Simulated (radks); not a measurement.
The numbers below are computed, except where a source is named.
All-electron atom: Bi II in [Hg] 6p2 (the NIST ground configuration).

Code: a radial shooting solver on a logarithmic mesh with Libxc functionals. Model: Dirac Kohn-Sham, LB94 model potential, spin-unpolarised, spherical densities, finite nucleus; open shells fill j = l - 1/2 first; Fermi nuclear charge, rms radius 5.5211 fm.

Energy parts (hartree):
kinetic: 25269.1882
electron-nucleus: -54743.3634
Hartree: 8298.7059
(The LB94 potential has no energy functional, so no total or exchange-correlation energy is given.)

Orbitals (lengths in bohr, moments of r in powers of bohr; <r^-3> diverges for s and p1/2; r(90%) holds 90 % of the orbital's charge):
\begin{tabular}{lrrrrrr}
orbital & occ. & eigenvalue (hartree) & <r^-3> & r(90%) & <r^2> & small-component weight \\ \hline
1s1/2 & 2 & -3335.053 & - & 0.0289 & 0.0003455 & 1.01e-01 \\
2s1/2 & 2 & -599.7866 & - & 0.103 & 0.005172 & 2.33e-02 \\
2p1/2 & 2 & -577.0317 & - & 0.0900 & 0.003626 & 2.34e-02 \\
2p3/2 & 4 & -491.1509 & 24560 & 0.102 & 0.004804 & 2.05e-02 \\
3s1/2 & 2 & -145.3975 & - & 0.251 & 0.03349 & 7.84e-03 \\
3p1/2 & 2 & -134.9347 & - & 0.243 & 0.03036 & 7.81e-03 \\
3p3/2 & 4 & -115.7292 & 5822 & 0.266 & 0.03663 & 6.96e-03 \\
3d3/2 & 4 & -98.34289 & 1026 & 0.240 & 0.02789 & 6.86e-03 \\
3d5/2 & 6 & -94.26343 & 831.9 & 0.246 & 0.02959 & 6.64e-03 \\
4s1/2 & 2 & -33.72962 & - & 0.541 & 0.1608 & 2.70e-03 \\
4p1/2 & 2 & -29.16839 & - & 0.549 & 0.1626 & 2.61e-03 \\
4p3/2 & 4 & -24.46934 & 1427 & 0.597 & 0.1935 & 2.28e-03 \\
4d3/2 & 4 & -16.97756 & 230.2 & 0.619 & 0.1998 & 2.09e-03 \\
4d5/2 & 6 & -16.09761 & 182.0 & 0.635 & 0.2103 & 2.00e-03 \\
4f5/2 & 6 & -6.37881 & 41.08 & 0.689 & 0.2269 & 1.66e-03 \\
5s1/2 & 2 & -6.31554 & - & 1.18 & 0.7676 & 7.64e-04 \\
4f7/2 & 8 & -6.17419 & 38.86 & 0.698 & 0.2332 & 1.63e-03 \\
5p1/2 & 2 & -4.71873 & - & 1.27 & 0.8739 & 6.76e-04 \\
5p3/2 & 4 & -3.78506 & 277.6 & 1.40 & 1.066 & 5.61e-04 \\
5d3/2 & 4 & -1.55663 & 30.43 & 1.80 & 1.670 & 3.70e-04 \\
5d5/2 & 6 & -1.44355 & 23.31 & 1.87 & 1.793 & 3.45e-04 \\
6s1/2 & 2 & -0.99946 & - & 3.03 & 4.915 & 1.30e-04 \\
6p1/2 & 2 & -0.66068 & - & 3.69 & 7.121 & 8.77e-05 \\
6p3/2 & 0 & -0.56672 & 27.06 & 4.14 & 8.978 & 6.82e-05 \\
7s1/2 & 0 & -0.31095 & - & 7.13 & 28.12 & 2.66e-05 \\
5f5/2 & 0 & -0.13259 & 0.02549 & 11.0 & 59.61 & 6.78e-06 \\
5f7/2 & 0 & -0.13251 & 0.02438 & 11.0 & 59.78 & 6.72e-06 \\
\end{tabular}

The highest occupied level is 6p1/2 at -17.978 eV. The density falls to 0.001 e/bohr^3 at r = 4.12 bohr.
